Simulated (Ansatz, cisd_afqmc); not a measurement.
System: GeH2, charge 1, doublet. GeH2+ (parent SMILES [GeH2], doublet).
B3LYP-D3(BJ)/def2-TZVP minimum from Ansatz (a first-principles code):
```xyz
3

Ge    -0.0011     0.0007     0.0456
H      0.0237    -1.3644    -0.7076
H      0.0119     1.3408    -0.7517
```
Charge +1, spin multiplicity 2.

Total energies in cc-pVDZ, 5 correlated electrons, 14 frozen orbitals. Radicals and triplets start from unrestricted determinants; spin-orbit coupling is neglected. Cores are frozen in correlated methods (noble-gas shells, and filled d and f shells in the p block). No relativity. The Monte Carlo rows (phaseless AFQMC, CISD trial, step 0.005/hartree) carry one-sigma bars that omit the constraint's bias. Outlying blocks are dropped, and bars are widened where a walk drifts. Over all cases where full CI ran beside it in this data, AFQMC minus full CI had a median of +0.1 mEh and passed +0.4 mEh in a tenth of the cases. The spin of H2Ge+ (parent SMILES [GeH2], doublet) was assumed, and the state is the lowest solution found for it.

| method | program | energy (Eh) | minus CCSDTQ (mEh) |
|---|---|---|---|
| HF | Ansatz | -2076.15217 | 81.56 |
| MP2 | Ansatz | -2076.21150 | 22.23 |
| CCSD | Ansatz | -2076.23183 | 1.90 |
| CCSD(T) | Ansatz | -2076.23319 | 0.54 |
| CCSDT(Q) | Ansatz | -2076.23372 | 0.00 |
| CCSDTQ | Ansatz | -2076.23373 | 0.00 |
| AFQMC/CISD | cisd_afqmc | -2076.2336 ± 0.0001 | 0.2 ± 0.1 |

Rough core times of Ansatz's runs on a shared machine: CCSD(T) under 20 s, CCSDT(Q) under 20 s, CCSDTQ 20 s.
